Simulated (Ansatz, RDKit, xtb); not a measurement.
Dimer: GeH4 (SMILES [GeH4]) (first 5 atoms) with H2Se (SMILES [SeH2]); geometry from B3LYP-D3(BJ)/def2-TZVP, rigid monomers moved along the line of their centres of mass till Ge1···Se6 is 5.54 Å.
(charge 0, multiplicity 1):
```xyz
8

Ge     0.11058     0.05084    -0.08422
H     -1.40388     0.02942     0.15658
H      0.39074     0.12047    -1.59506
H      0.74359    -1.22942     0.48266
H      0.73231     1.27434     0.60333
Se    -0.17658    -1.01999     5.34745
H     -0.37935    -0.00923     6.39661
H      1.18254    -0.52574     5.08508
```

Counterpoise-corrected where a basis set is named; no monomer relaxation. RDKit's UFF carries no charges.

Programs: Ansatz (Gaussian basis) for Hartree–Fock, density functionals and correlated methods; RDKit for the force fields; xtb for the GFN methods. Values without a source in brackets are computed.

Problem. Predict the interaction energy from GFN1-xTB.

Solution. -92 meV

Problem. Predict the interaction energy from UFF.

Solution. -10 meV

Problem. Estimate the interaction energy that B3LYP/def2-TZVPPD returns for this input.

Solution. 2 meV

Ansatz is an electronic-structure program.
